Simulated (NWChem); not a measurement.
MoSOF2; SMILES [F][Mo](=[S])(=[O])[F]

Program: NWChem. Coordinates come from a PBE0/def2-SVP optimisation. def2 effective core potentials on Mo; no spin-orbit coupling. Ions are spin-unrestricted doublets at the neutral geometry. Hybrids' shares of exact exchange are those that their runs print; pure functionals count as 0. The functionals differ in more than this share.

```
row                 share of exact exchange  ΔSCF ionisation energy minus −ε(HOMO) (eV)
------------------  -----------------------  ------------------------------------------
PBE/def2-SVP                           0.00                                        3.36
B3LYP/def2-SVP                         0.20                                    withheld
BHandHLYP/def2-SVP                     0.50                                        1.09
M06-2X/def2-SVP                        0.54                                        1.20
```

Task: Fit a straight line of the last column on the one before it, predict the withheld value, and compare with the run.

Result: 
1. Means of the 3 shown rows: x = 0.347, y = 1.883. Slope Σ(x − x̄)(y − ȳ)/Σ(x − x̄)² = -0.7657/0.1811 = -4.229; intercept 3.349.
2. The shown rows scatter about the line by 0.114 (root mean square); the largest residual is -0.14, at BHandHLYP/def2-SVP.
3. At x = 0.20 (B3LYP/def2-SVP; inside the shown range) the line gives 2.50.
4. The run gives 2.51, +0.01 from the line, 0.1 times the scatter. The line crosses zero at a share of 0.79, outside the shown range.
